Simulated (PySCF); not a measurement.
Species: C₄H₆O₃S.
SMILES: `C=C(C=O)S(C)(=O)=O`

The calculation used TDDFT PBE0/def2-SVPD, vertical, gas phase, core orbitals frozen in the response in PySCF. The structure is a single GFN2-xTB conformer in the gas phase; no vibrational or solvent corrections. Torsions of this conformer, `[CH2:1]=[C:2]([CH:3]=[O:4])[S:5]([CH3:6])(=[O:7])=[O:8]`: C1–C2–C3–O4 158°, C1–C2–S5–C6 -121°.

Broadening: Gaussians 0.4 eV wide at half height, area fixed by f = 4.319×10⁻⁹ ∫ε dν̃. The width is an assumption, not a result. The curve ends short of the highest state used, and states not computed would add to its high-energy end.

(E (eV), ε (L mol⁻¹ cm⁻¹)): (3.03, 0), (3.16, 1), (3.28, 5), (3.40, 17), (3.52, 35), (3.64, 44), (3.77, 32), (3.89, 14), (4.01, 4), (4.13, 1), (4.25, 1), (4.37, 8), (4.50, 42), (4.62, 123), (4.74, 234), (4.86, 310), (4.98, 308), (5.11, 232), (5.23, 190), (5.35, 363), (5.47, 832), (5.59, 1272), (5.71, 1208), (5.84, 761), (5.96, 899), (6.08, 2920), (6.20, 8032), (6.32, 14152), (6.44, 15483), (6.57, 9870)

Q: Locate the maxima and give the states behind the curve.

A: 341 nm (3.64 eV), ε about 44, made up of S1 (100%); 252 nm (4.92 eV), ε about 320, made up of S2 (53%) and S3 (47%); 220 nm (5.64 eV), ε about 1300, made up of S4 (99%); 194 nm (6.40 eV), ε about 16000, made up of S7 (93%) (ε in L mol⁻¹ cm⁻¹; maxima over ε = 5, shares over 10%). The states used: S1 3.63 eV (f 0.0006); S2 4.81 eV (f 0.0031); S3 5.04 eV (f 0.0029); S4 5.63 eV (f 0.019); S5 5.97 eV (f 0.0009); S6 6.30 eV (f 0.021); S7 6.41 eV (f 0.218); S8 7.17 eV (f 0.017).

Q: What would ε be at 6.40 eV, the highest of these maxima, with half the width (0.2 eV)?

A: About 30500 L mol⁻¹ cm⁻¹ against 15900, a factor of about 1.9; a lone state at its own centre would give exactly 2.

Q: Coming from long wavelengths, where does ε first pass 100 L mol⁻¹ cm⁻¹?

A: At about 270 nm (4.59 eV), 0.96 eV above S1.

Q: On this curve, what absorbance would a 10⁻⁴ mol/L sample give at 254 nm over a 1 cm path?

A: 254 nm is 4.881 eV, where ε is about 320 L mol⁻¹ cm⁻¹, so A = ε c l ≈ 0.032 (Beer–Lambert, with the gas-phase spectrum and the assumed width).
